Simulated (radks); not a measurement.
Results of a calculation; reference values are marked as such.
Spin polarisation of the 5d4 shell in W. Start: [Xe] 4f14 5d(up 2, down 2) 6s2; electrons of 5d are moved from spin down to spin up, other shells keep equal spins. Code: a radial shooting solver on a logarithmic mesh with Libxc functionals. Model: scalar-relativistic Kohn-Sham, SCAN, spin-polarised, spherical densities, finite nucleus; meta-GGA in the generalised Kohn-Sham scheme; Fermi nuclear charge, rms radius of each element as measured or else 0.836 A^(1/3) + 0.57 fm.

| moment (Bohr magnetons) | E - E(0) (eV) | e(5d up) (eV) | e(5d down) (eV) | 6s down minus up (eV) | 4f down minus up (eV) |
|---|---|---|---|---|---|
| 0 | 0.000 | -4.468 | -4.468 | 0.000 | 0.000 |
| 1 | -0.166 | -4.787 | -4.125 | 0.643 | 0.117 |
| 2 | -0.661 | -5.060 | -3.726 | 1.124 | 0.233 |
| 3 | -1.524 | -5.283 | -3.182 | 1.369 | 0.348 |

At moment 3 the spin-polarisation energy is -1.524 eV and the 5d exchange splitting 2.101 eV, that is 0.700 eV per Bohr magneton; E = -I m^2/4 would give I = 0.677 eV.
